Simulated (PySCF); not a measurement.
# Copper: a sound run and one with changed settings

Sound run: Cu⁺ [Ar] 3d10, Cu²⁺ [Ar] 3d9. Computed with PySCF 2.14 in def2-SVP (5s3p2d1f, 31 functions), with the non-relativistic Hamiltonian (point nucleus). In the sound run the correlated levels freeze [Ar]. The sound run starts from symmetry-adapted Hartree-Fock orbitals and uses a fine grid where one is needed.

Changed run: basis STO-3G. This setting is unsound on purpose.

| species | method | sound run (hartree) | changed run (hartree) | converged |
| --- | --- | --- | --- | --- |
| Cu⁺ | UHF | -1638.45918 | -1618.43525 | yes |
| Cu⁺ | M06-2X | -1639.93338 | -1619.53202 | yes |
| Cu⁺ | TPSS | -1639.98468 | -1619.54991 | yes |
| Cu⁺ | MP2 | -1638.72830 | -1618.43406 | yes |
| Cu²⁺ | UHF | -1637.81777 | -1619.11464 | yes |
| Cu²⁺ | M06-2X | -1639.19338 | -1620.14889 | yes |
| Cu²⁺ | TPSS | -1639.23298 | -1620.16531 | yes |
| Cu²⁺ | MP2 | -1637.98538 | -1619.11687 | yes |

Ionisation energy of Cu⁺:

```
 method  sound run (eV)  changed run (eV)
    UHF          17.454           -18.487
 M06-2X          20.136           -16.786
   TPSS          20.455           -16.746
    MP2          20.216           -18.580
SCS-MP2          19.863           -18.578
```

A minimal basis cannot let orbitals breathe on ionisation and holds almost no correlation. A negative ionisation energy or a positive MP2 energy shows that the occupation asked for is not the lowest one in this basis.

For comparison, NIST gives 20.292 eV between the lowest levels.
